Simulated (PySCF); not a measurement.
Compound: C3HF2NS.
Atom-mapped SMILES: `[F:1][c:2]1[cH:3][s:4][c:5]([F:6])[n:7]1` (hydrogens: H8 on C3)

Structure used (GFN2-xTB), in Å, numbered top down from 1:
```
atom  x, y, z in Å
F1    -1.5304    1.6966    0.3368
C2    -0.6521    0.7065    0.3590
C3    -0.9826   -0.6117    0.3265
S4     0.4509   -1.5637    0.3721
C5     1.3525   -0.0719    0.4314
F6     2.6615   -0.0997    0.4860
N7     0.6652    1.0062    0.4182
H8    -1.9560   -1.0529    0.2803
```

Computed at PBE0/pcSseg-1 (PySCF, non-relativistic), with Q(33S) = −0.0678 b, Q(14N) = 0.02044 b: S4, 33S (I = 3/2): χzz = -31.91 MHz, η = 0.745; N7, 14N (I = 1): χzz = -4.068 MHz, η = 0.092.

Where would the pure quadrupole (NQR) lines of 33S at S4 fall for the rigid, isolated species?

From ν = (|χ|/2)√(1 + η²/3): ν = 17.37 MHz (thiophene-type sulfur).

Find the zero-field quadrupole resonance frequencies of 14N at N7.

From ν± = (3/4)|χ|(1 ± η/3) and ν0 = |χ|η/2: ν+ 3.144 MHz, ν− 2.958 MHz, ν0 0.186 MHz (pyridine-type nitrogen).

In a crystal, neighbours and librations shift these lines. GFN2-xTB bond lengths can be off by several hundredths of an ångström, more for odd bonds, and the gradients follow them. With a basis this small, the couplings can be 20 % off.
